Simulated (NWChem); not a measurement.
System: C3H5F; SMILES C=C(C)F

NWChem printed, in part:

```
             Northwest Computational Chemistry Package (NWChem) 7.3.0
             --------------------------------------------------------

                             Geometry "geometry" -> ""
                             -------------------------

 Output coordinates in angstroms (scale by  1.889725989 to convert to a.u.)

  No.       Tag          Charge          X              Y              Z
 ---- ---------------- ---------- -------------- -------------- --------------
    1 C                    6.0000    -1.06354500    -0.97750600     0.00000000
    2 C                    6.0000    -0.05697000    -0.08999000     0.00000000
    3 C                    6.0000    -0.13788800     1.40067800     0.00000000
    4 F                    9.0000     1.22535900    -0.52970100     0.00000000
    5 H                    1.0000    -2.10507800    -0.63144600     0.00000000
    6 H                    1.0000    -0.85739000    -2.05675800     0.00000000
    7 H                    1.0000     0.37656700     1.81634200     0.89175800
    8 H                    1.0000    -1.18794900     1.74519900     0.00000000
    9 H                    1.0000     0.37656700     1.81634200    -0.89175800

 Effective nuclear repulsion energy (a.u.)     117.1352124178

                              NWChem Property Module
                              ----------------------

                                 NWChem DFT Module
                                 -----------------

 Summary of "ao basis" -> "ao basis" (spherical)
 ------------------------------------------------------------------------------
       Tag                 Description            Shells   Functions and Types
 ---------------- ------------------------------  ------  ---------------------
 C                        aug-cc-pvdz                9       23   4s3p2d
 F                        aug-cc-pvdz                9       23   4s3p2d
 H                        aug-cc-pvdz                5        9   3s2p

            General Information
            -------------------
          SCF calculation type: DFT
          Wavefunction type:  closed shell.
          No. of atoms     :     9
          No. of electrons :    32
           Alpha electrons :    16
            Beta electrons :    16
          Charge           :     0
          Spin multiplicity:     1
          Use of symmetry is: off; symmetry adaption is: off
          Maximum number of iterations: 150
          AO basis - number of functions:   137
                     number of shells:    61
          Convergence on energy requested:  1.00D-06
          Convergence on density requested:  1.00D-05
          Convergence on gradient requested:  5.00D-04

              XC Information
              --------------
                         B3LYP Method XC Potential
                     Hartree-Fock (Exact) Exchange  0.200
                        Slater Exchange Functional  0.800 local
                    Becke 1988 Exchange Functional  0.720 non-local
              Lee-Yang-Parr Correlation Functional  0.810
                  VWN I RPA Correlation Functional  0.190 local

             Grid Information
             ----------------
          Grid used for XC integration:  medium
          Radial quadrature: Mura-Knowles
          Angular quadrature: Lebedev.
          Tag              B.-S. Rad. Rad. Pts. Rad. Cut. Ang. Pts.
          ---              ---------- --------- --------- ---------
          C                   0.70       49          14.0       434
          F                   0.50       49          13.0       434
          H                   0.35       45          15.0       434
          Grid pruning is: on
          Number of quadrature shells:   421
          Spatial weights used:  Erf1

      Superposition of Atomic Density Guess
      -------------------------------------

 Sum of atomic energies:        -214.88632347

      Non-variational initial energy
      ------------------------------

 Total energy =    -216.910329
 1-e energy   =    -524.688725
 2-e energy   =     190.643183
 HOMO         =      -0.289266
 LUMO         =       0.022795

   convergence    iter        energy       DeltaE   RMS-Dens  Diis-err
 ---------------- ----- ----------------- --------- --------- ---------
 d= 0,ls=0.0,diis     1   -217.1100343002 -3.34D+02  1.88D-02  6.02D-01
 d= 0,ls=0.0,diis     2   -217.0939647462  1.61D-02  5.72D-03  8.37D-01
 d= 0,ls=0.0,diis     3   -217.1703766745 -7.64D-02  1.93D-03  5.31D-02
 d= 0,ls=0.0,diis     4   -217.1758529200 -5.48D-03  6.19D-04  4.57D-03
 d= 0,ls=0.0,diis     5   -217.1763912719 -5.38D-04  1.33D-04  7.25D-04
  Resetting Diis
 d= 0,ls=0.0,diis     6   -217.1764589316 -6.77D-05  3.44D-05  1.52D-05
 d= 0,ls=0.0,diis     7   -217.1764606055 -1.67D-06  1.45D-05  1.22D-06
 d= 0,ls=0.0,diis     8   -217.1764605464  5.91D-08  8.21D-06  1.80D-06

         Total DFT energy =     -217.176460546413
      One electron energy =     -527.937649466693
           Coulomb energy =      222.163317877789
    Exchange-Corr. energy =      -28.537341375349
 Nuclear repulsion energy =      117.135212417840

 Numeric. integr. density =       32.000007924471

                       DFT Final Molecular Orbital Analysis
                       ------------------------------------

 Vector   14  Occ=2.000000D+00  E=-3.948238D-01
              MO Center= -5.8D-01,  5.7D-02, -1.6D-09, r^2= 3.6D+00
   Bfn.  Coefficient  Atom+Function         Bfn.  Coefficient  Atom+Function
  ----- ------------  ---------------      ----- ------------  ---------------
    94      0.391191  5 H  s                121     -0.330283  8 H  s
   103     -0.316910  6 H  s                 51      0.294845  3 C  px
     4      0.292894  1 C  s                  6      0.263616  1 C  py
   102     -0.263479  6 H  s                120     -0.237407  8 H  s
    93      0.232362  5 H  s                 75     -0.202845  4 F  py

 Vector   15  Occ=2.000000D+00  E=-3.737848D-01
              MO Center=  3.3D-01, -6.2D-02, -4.6D-10, r^2= 2.3D+00
   Bfn.  Coefficient  Atom+Function         Bfn.  Coefficient  Atom+Function
  ----- ------------  ---------------      ----- ------------  ---------------
    75      0.458971  4 F  py                78      0.307818  4 F  py
    29     -0.305945  2 C  py                52      0.302501  3 C  py
     3      0.245411  1 C  s                 50      0.237493  3 C  s
    49     -0.214738  3 C  s                 55      0.196071  3 C  py
   103     -0.195641  6 H  s                  6      0.191402  1 C  py

 Vector   16  Occ=2.000000D+00  E=-2.606208D-01
              MO Center= -4.8D-01, -4.8D-01,  5.1D-11, r^2= 2.1D+00
   Bfn.  Coefficient  Atom+Function         Bfn.  Coefficient  Atom+Function
  ----- ------------  ---------------      ----- ------------  ---------------
     7      0.427599  1 C  pz                30      0.361495  2 C  pz
    76     -0.239662  4 F  pz                10      0.235095  1 C  pz
    33      0.208374  2 C  pz                79     -0.162334  4 F  pz
   112     -0.140842  7 H  s                130      0.140842  9 H  s
   111     -0.111337  7 H  s                129      0.111337  9 H  s

 Vector   17  Occ=0.000000D+00  E=-1.174340D-02
              MO Center= -8.7D-01,  1.2D+00, -2.3D-08, r^2= 1.4D+01
   Bfn.  Coefficient  Atom+Function         Bfn.  Coefficient  Atom+Function
  ----- ------------  ---------------      ----- ------------  ---------------
    50      1.548340  3 C  s                  4      1.187908  1 C  s
   122     -0.642440  8 H  s                113     -0.597982  7 H  s
   131     -0.597982  9 H  s                 95     -0.563512  5 H  s
    27     -0.447792  2 C  s                 49      0.399184  3 C  s
   104     -0.389443  6 H  s                  3      0.360672  1 C  s

 Vector   18  Occ=0.000000D+00  E=-5.641621D-03
              MO Center= -5.5D-01, -1.9D-01, -2.3D-08, r^2= 6.1D+00
   Bfn.  Coefficient  Atom+Function         Bfn.  Coefficient  Atom+Function
  ----- ------------  ---------------      ----- ------------  ---------------
   113      1.006754  7 H  s                131     -1.006755  9 H  s
    13      0.671420  1 C  pz                36     -0.587927  2 C  pz
    30     -0.452676  2 C  pz                33     -0.387862  2 C  pz
     7      0.301555  1 C  pz                10      0.279373  1 C  pz
   112      0.237529  7 H  s                130     -0.237529  9 H  s

 Vector   19  Occ=0.000000D+00  E= 1.084766D-02
              MO Center= -1.2D+00, -1.7D-01, -7.4D-08, r^2= 2.0D+01
   Bfn.  Coefficient  Atom+Function         Bfn.  Coefficient  Atom+Function
  ----- ------------  ---------------      ----- ------------  ---------------
    35      3.289304  2 C  py                 4      3.085724  1 C  s
    50     -2.522407  3 C  s                 95      2.490264  5 H  s
    11      1.688742  1 C  px               104      1.497397  6 H  s
    34      1.239778  2 C  px                58      1.217317  3 C  py
   113     -1.178628  7 H  s                131     -1.178628  9 H  s

     Multipole analysis of the density
     ---------------------------------

     L   x y z        total         alpha         beta         nuclear
     -   - - -        -----         -----         ----         -------
     0   0 0 0     -0.000000    -16.000000    -16.000000     32.000000

[...]

 DFT Linear Response polarizability / au
 Frequency  =       0.0773000 / au
 Wavelength =     589.4353558 / nm
              X              Y              Z
 -----------------------------------------------
 X      45.9197811      7.8233072     -0.0000000
 Y       7.8233290     50.2524394     -0.0000000
 Z      -0.0000000     -0.0000000     33.5713372
 -----------------------------------------------
 Eigenvalues =      39.9684062     56.2038142     33.5713372
 Isotropic   =      43.2478526
 Anisotropic =      20.2081664
 -----------------------------------------------

 Magnetic Dipole Response Matrix (nonzero elements):

 Exiting AOResponse driver routine
```

Level: B3LYP/aug-cc-pVDZ. Coordinates come from a PBE-D3(BJ)/def2-SVP optimisation. B3LYP is NWChem's, with the RPA form of VWN correlation.

**Question.** Reconstruct the input file.

**Answer.** One answer among several that fit: the input that was run:
```
start job
memory heap 200 mb stack 900 mb global 1100 mb
geometry units angstroms noautosym nocenter noautoz
  C     -1.063545    -0.977506     0.000000
  C     -0.056970    -0.089990     0.000000
  C     -0.137888     1.400678     0.000000
  F      1.225359    -0.529701     0.000000
  H     -2.105078    -0.631446     0.000000
  H     -0.857390    -2.056758     0.000000
  H      0.376567     1.816342     0.891758
  H     -1.187949     1.745199     0.000000
  H      0.376567     1.816342    -0.891758
end
basis spherical
  * library aug-cc-pvdz
end
dft
  xc b3lyp
  iterations 150
end
property
  response 1 0.0773
end
task dft property
```
